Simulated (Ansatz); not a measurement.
```yaml
crystal:
  periodic: [false, false, false]
  atoms:
    - {symbol: O, position_ang: [-0.961317, 1.048041, 1.345827]}
    - {symbol: Al, position_ang: [0.147162, -0.036648, 0.689090]}
    - {symbol: F, position_ang: [1.393180, -0.630913, 1.589293]}
    - {symbol: C, position_ang: [-0.076233, -0.630920, -1.134409]}
    - {symbol: h, position_ang: [1.082669, 0.720472, -1.609424]}
    - {symbol: H, position_ang: [-0.861850, 1.466561, 2.198542]}
    - {symbol: H, position_ang: [0.376397, -1.557995, -1.475721]}
    - {symbol: H, position_ang: [-1.007807, -0.435699, -1.659100]}
basis:
  gaussian: {orbitals: 6-31G}
hamiltonian: {xc: {name: r2SCAN50}}
```

```sh
$ ansatz run in.yaml --threads 2 --pin off --events-out ev --progress --plain --max-ram 4352MiB
```

It prints (some lines left out):

```
Error: YAML parse error: error: line 8 column 16: `h` is not an element symbol (H … Og, case-exact)
 6 |     - {symbol: F, position_ang: [1.393180, -0.630913, 1.589293]}
 7 |     - {symbol: C, position_ang: [-0.076233, -0.630920, -1.134409]}
 8 |     - {symbol: h, position_ang: [1.082669, 0.720472, -1.609424]}
 9 |     - {symbol: H, position_ang: [-0.861850, 1.466561, 2.198542]}
10 |     - {symbol: H, position_ang: [0.376397, -1.557995, -1.475721]}
```

(1) Something in this input is off. What?

Answers

(1) An element symbol is wrong. The input was rejected before any iteration.
